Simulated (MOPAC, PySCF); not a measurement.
H₄Ge, SMILES `[GeH4]`, neutral singlet in the gas phase. 

Z-matrix (Å, degrees):
```
Ge
H 1 1.5355
H 1 1.5355 2 109.47
H 1 1.5355 2 109.47 3 -120.00
H 1 1.5355 2 109.47 3 120.00
```
Charge 0, spin multiplicity 1.

All levels are single points at this geometry (B3LYP-D3(BJ)/def2-TZVP); Pople sets use spherical d functions. Orbital energies aren't observables, and empty levels follow the basis.

```
level                                     HOMO (eV)  LUMO (eV)  gap (eV)  dipole (D)  vertical IE, Delta-SCF (eV)
----------------------------------------  ---------  ---------  --------  ----------  ---------------------------
ωB97X-D3(BJ)/def2-TZVP in PySCF              -12.20       3.02     15.21        0.00                            –
B3LYP/3-21G in PySCF                          -9.39       1.81     11.20        0.00                            –
B3LYP/6-311+G** (LANL2DZ on Ge) in PySCF      -9.48       0.96     10.45        0.00                            –
BP86/6-31G* in PySCF                          -8.40       1.00      9.40        0.00                            –
M06-2X/6-31G* in PySCF                       -10.81       2.37     13.18        0.00                            –
PBE/6-31G* in PySCF                           -8.29       1.02      9.31        0.00                            –
SVWN5/6-31G* in PySCF                         -8.30       0.92      9.22        0.00                            –
HF/3-21G in PySCF                            -12.79       4.93     17.72        0.00                            –
HF/6-31G* in PySCF                           -12.81       4.39     17.20        0.00                        12.10
HF/STO-3G in PySCF                           -11.21      13.93     25.14        0.00                            –
PM3 in MOPAC                                 -12.28       0.44     12.72        0.00                            –
PM6 in MOPAC                                 -12.15       2.33     14.48        0.00                            –
PM7 in MOPAC                                 -11.94       1.24     13.18        0.00                            –
```
